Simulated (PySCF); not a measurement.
## Working out the excitation energy of F²⁺

F²⁺ [He] 2s2 2p3 (4S) → F²⁺ [He] 2s2 2p2 3s1 (4P). Calculation: PySCF 2.14, in aug-cc-pwCVDZ (5s4p2d, 27 functions); the non-relativistic Hamiltonian (point nucleus). Frozen: nothing. Energies in hartree (1 hartree = 27.21139 eV):

```csv
part,F²⁺ (lower),F²⁺ (upper)
UHF,-97.577141,-96.131950
MP2 opposite-spin,-0.081831,-0.086661
MP2 same-spin,-0.024813,-0.017009
```

Task: What does Hartree-Fock give?

Result: (-96.131950) − (-97.577141) = 1.445191 hartree = 39.326 eV.

Task: What do MP2 and SCS-MP2 (6/5 opposite-spin, 1/3 same-spin) give?

Result: The opposite-spin parts differ by -0.131 eV and the same-spin parts by 0.212 eV. MP2: 39.326 + (-0.131) + (0.212) = 39.407 eV. SCS-MP2: 39.326 + 1.2 × (-0.131) + (0.212)/3 = 39.239 eV.

A double-zeta basis recovers only part of the correlation energy.
